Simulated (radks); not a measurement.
Results of a calculation; reference values are marked as such.
Species: N I. Configuration: 2s2 2p3 3d2 (not the ground configuration).

Level of theory: Dirac Kohn-Sham, exchange-only PBE, spin-unpolarised, spherical densities, finite nucleus; open shells are shared between the two j in proportion to 2j + 1; Fermi nuclear charge, rms radius 2.5582 fm (a radial shooting solver on a logarithmic mesh with Libxc functionals).

Energy parts (eV):
part                 energy
total              -572.147
kinetic             572.720
electron-nucleus  -1442.982
Hartree             384.875
exchange            -86.760

Orbitals (lengths in bohr, moments of r in powers of bohr; <r^-3> diverges for s and p1/2; r(max) is where P^2 peaks):
[
 {"orbital": "2s1/2", "occ.": "2", "eigenvalue (eV)": "-47.8244", "<r^4>": "2.882", "r(max)": "0.8296", "<r^-3>": "-", "<r>": "1.026"},
 {"orbital": "2p1/2", "occ.": "1", "eigenvalue (eV)": "-38.4842", "<r^4>": "2.355", "r(max)": "0.6662", "<r^-3>": "-", "<r>": "0.9110"},
 {"orbital": "2p3/2", "occ.": "2", "eigenvalue (eV)": "-38.4189", "<r^4>": "2.365", "r(max)": "0.6670", "<r^-3>": "8.970", "<r>": "0.9120"},
 {"orbital": "3d3/2", "occ.": "0.8", "eigenvalue (eV)": "-0.7512", "<r^4>": "5778", "r(max)": "4.921", "<r^-3>": "0.02043", "<r>": "6.504"},
 {"orbital": "3d5/2", "occ.": "1.2", "eigenvalue (eV)": "-0.7510", "<r^4>": "5780", "r(max)": "4.921", "<r^-3>": "0.02042", "<r>": "6.505"}
]

The highest occupied level is 3d5/2 at -0.751 eV. The density falls to 0.001 e/bohr^3 at r = 4.92 bohr.
